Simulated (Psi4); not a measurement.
Internal rotation in C₄F₁₀, SMILES FC(F)(F)C(F)(F)C(F)(F)C(F)(F)F. Scanned: dihedral F6–C5–C8–F9; all other coordinates were relaxed at GFN2-xTB.

Geometry of the scan point at -45° (Å):
```
14

F      2.5503    -0.8567    -0.5912
C      1.8839    -0.6667     0.5424
F      2.7232    -0.1677     1.4355
F      1.4583    -1.8459     0.9817
C      0.6876     0.3109     0.3299
F      1.1282     1.4265    -0.2727
F      0.2365     0.6732     1.5445
C     -0.5204    -0.2616    -0.4763
F     -1.3379     0.7603    -0.7817
F     -1.2044    -1.1188     0.2963
C     -0.1479    -0.9748    -1.8144
F      0.6773    -0.2250    -2.5368
F      0.4412    -2.1429    -1.5826
F     -1.2399    -1.1979    -2.5277
```

Method: PBE-D3(BJ)/def2-SVP // GFN2-xTB in Psi4.

Scanned values (°): -165, -150, -135, -120, -105, -90, -75, -60, -45, -30, -15, 0, 15, 30, 45, 60, 75, 90, 105, 120, 135, 150, 165, 180.

Question: Describe the profile: where are the wells and the tops?

Answer: Lower than their neighbours: -165° (0.0 kcal/mol), -90° (1.7 kcal/mol), -60° (1.2 kcal/mol), 60° (1.2 kcal/mol), 90° (1.7 kcal/mol), 165° (0.0 kcal/mol). Higher than their neighbours: -120° (2.3 kcal/mol), -75° (3.7 kcal/mol), 0° (7.2 kcal/mol), 75° (3.7 kcal/mol), 120° (2.3 kcal/mol), 180° (0.4 kcal/mol). The whole profile spans 7.2 kcal/mol.
